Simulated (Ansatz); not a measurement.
Molecule: C$_{2}$H$_{9}$OSi$_{2}$, charge 0, multiplicity 2. It need not be the lowest isomer of its formula. 
Structure (B3LYP-D3(BJ)/def2-TZVP (Ansatz, a first-principles code) minimum search):
```xyz
14

C      2.7889     0.4823     0.3932
Si     1.5085    -0.7697    -0.1636
O      0.0156    -0.1146     0.0567
Si    -1.6035    -0.2445    -0.1997
C     -2.4291     1.3329     0.3460
H      3.7966     0.1023     0.2143
H      2.6662     1.4150    -0.1652
H      2.6886     0.7039     1.4566
H      1.6840    -1.0875    -1.6151
H     -2.1273    -1.3989     0.5709
H     -1.8515    -0.4911    -1.6422
H     -3.5094     1.2726     0.1925
H     -2.0532     2.1868    -0.2208
H     -2.2472     1.5204     1.4060
```
Charge 0, spin multiplicity 2.

Atomisation energy built up term by term with Ansatz (kcal/mol; UHF references for open shells; valence terms freeze the core; atomic spin-orbit terms are left out). CBS(X,Y): correlation extrapolated as X^-3; Hartree-Fock from the larger set.

```json
[
 {"term": "Hartree-Fock", "basis": "cc-pV(Q+d)Z", "kcal/mol": "…"},
 {"term": "CCSD correlation", "basis": "CBS(cc-pV(T+d)Z,cc-pV(Q+d)Z)", "kcal/mol": "272.51"},
 {"term": "(T)", "basis": "CBS(cc-pV(T+d)Z,cc-pV(Q+d)Z)", "kcal/mol": "…"},
 {"term": "core correlation", "basis": "cc-pwCVTZ", "kcal/mol": "2.44"},
 {"term": "scalar relativity (X2C)", "basis": "cc-pVTZ-DK against cc-pVTZ", "kcal/mol": "-2.07"},
 {"term": "sum: De", "basis": "", "kcal/mol": "…"}
]
```

Question: Some entries are withheld; supply them.

Answer: 
- Hartree-Fock, kcal/mol: 926.65
- (T), kcal/mol: 14.23
- sum: De, kcal/mol: 1213.8
